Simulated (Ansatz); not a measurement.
A thermochemical cycle in electronic energies (no zero-point or thermal terms), species as SMILES, kcal/mol. Structures are relaxed separately at B3LYP-D3(BJ)/def2-TZVP in Ansatz (a program for electronic structure), one conformer each, not searched for the lowest. Correlated levels leave the core frozen unless marked. Open shells are spin-unrestricted. No spin-orbit coupling. Non-relativistic. CBS(X,Y): correlation extrapolated as X^-3; Hartree-Fock from the larger set. Anions need diffuse functions, of which def2-TZVPD holds fewer than the aug- sets.

```
step                                                                              CCSD(T)/CBS(aug-cc-pV(T+d)Z,aug-cc-pV(Q+d)Z) (Ansatz)  wB97M-V/def2-TZVPD (Ansatz)
--------------------------------------------------------------------------------  -----------------------------------------------------  ---------------------------
electron affinity EA, positive where the anion is bound: N[SiH2] + e- → N[SiH2-]                                                   22.0                         21.5
deprotonation energy A: N[SiH3] -> N[SiH2-] + H+                                                                                  387.6                        384.1
ionisation of the H atom at the same level, IE                                                                                    313.7                        310.1
```

Task: Find the bond energy D: N[SiH3] -> N[SiH2] + H atom.

Result: Breaking the bond, ionising the H atom and attaching the electron to the radical add up to the deprotonation, A = D + IE - EA. At CCSD(T)/CBS(aug-cc-pV(T+d)Z,aug-cc-pV(Q+d)Z): D = A - IE + EA = 387.6 - 313.7 + 22.0 = 95.9. At wB97M-V/def2-TZVPD: D = A - IE + EA = 384.1 - 310.1 + 21.5 = 95.5. The functional differs from the first level by -0.4 in D, -0.5 in EA and -3.5 in A; for EA and A the gap mixes functional and basis. The site is the one shown; other sites or isomers of the anion may lie lower.
